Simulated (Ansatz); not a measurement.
Cartesian coordinates in Å:
```
C -0.597 -0.345 1.254
C 0.292 -1.288 0.461
Sn 1.531 -0.464 -1.165
C 0.325 1.336 -1.475
H -1.302 0.186 0.609
H -1.186 -0.874 2.012
H -0.014 0.417 1.780
H 0.964 -1.850 1.119
H -0.313 -2.055 -0.045
H 0.282 1.924 -0.552
H -0.704 1.052 -1.722
H 0.721 1.960 -2.276
```

Charge 0, multiplicity 1. Sn takes the def2 core potential.

Task: List the r2SCAN/def2-TZVPP orbital energies in eV (Ansatz). (Estimate.)

Result: Computed: Occupied: -272.68, -272.56, -272.36, -136.43, -91.50, -91.12, -91.03, -25.80, -25.68, -25.60, -25.40, -25.29, -19.34, -17.40, -15.54, -11.16, -10.96, -10.10, -9.77, -9.59, -9.07, -8.43, -6.23, -5.06. Lowest empty: -2.89, 0.16, 0.77, 1.82, 2.35, 2.69, 2.88, 2.97.
